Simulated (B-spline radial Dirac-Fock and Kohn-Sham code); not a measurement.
## Core-level shifts of technetium with charge state

Level of theory: Dirac-Fock ΔSCF + Breit + QED; an atomic code on a B-spline grid. Each ion is free and in its tabulated ground configuration. Correlation and solid-state effects are left out.

Reference: Tc, [Kr] 4d5 5s2, with L3 (2p3/2) 2690.6 eV, M3 (3p3/2) 441.8 eV, M5 (3d5/2) 265.2 eV, N2 (4p1/2) 55.01 eV, N3 (4p3/2) 52.09 eV, Kα1 (K-L3) 18365.5 eV, Kβ1 (K-M3) 20614.3 eV, Lα1 (L3-M5) 2425.4 eV. Shifts from it, in eV (a dash: the subshell is empty, belongs to an open shell averaged over j, or its hole state is left out as unreliable):

| ion | configuration | L3 (2p3/2) | M3 (3p3/2) | M5 (3d5/2) | N2 (4p1/2) | N3 (4p3/2) | Kα1 | Kβ1 | Lα1 |
| --- | --- | --- | --- | --- | --- | --- | --- | --- | --- |
| Tc⁺ | [Kr] 4d5 5s1 | ? | ? | ? | ? | ? | ? | ? | ? |
| Tc²⁺ | [Kr] 4d5 | +17.6 | +17.6 | +17.6 | +17.3 | +17.3 | +0.16 | +0.24 | +0.05 |
| Tc³⁺ | [Kr] 4d4 | +33.9 | +33.5 | +33.5 | +31.5 | +31.4 | -0.04 | +0.29 | +0.34 |
| Tc⁴⁺ | [Kr] 4d3 | +51.9 | +51.1 | +51.1 | +46.9 | +46.7 | -0.26 | +0.46 | +0.77 |

Question: Give the missing shifts for Tc⁺.

Answer: L3 (2p3/2) +8.2, M3 (3p3/2) +8.2, M5 (3d5/2) +8.2, N2 (4p1/2) +8.1, N3 (4p3/2) +8.1, Kα1 +0.04, Kβ1 +0.07, Lα1 +0.01 (eV).

Over this range L3 (2p3/2) moves by +51.9 eV and Kα1 by -0.3 eV: a line is a difference of two levels that shift in the same direction.

Values without a named source are computed, but for edge energies of neutral atoms, which are taken from tables.
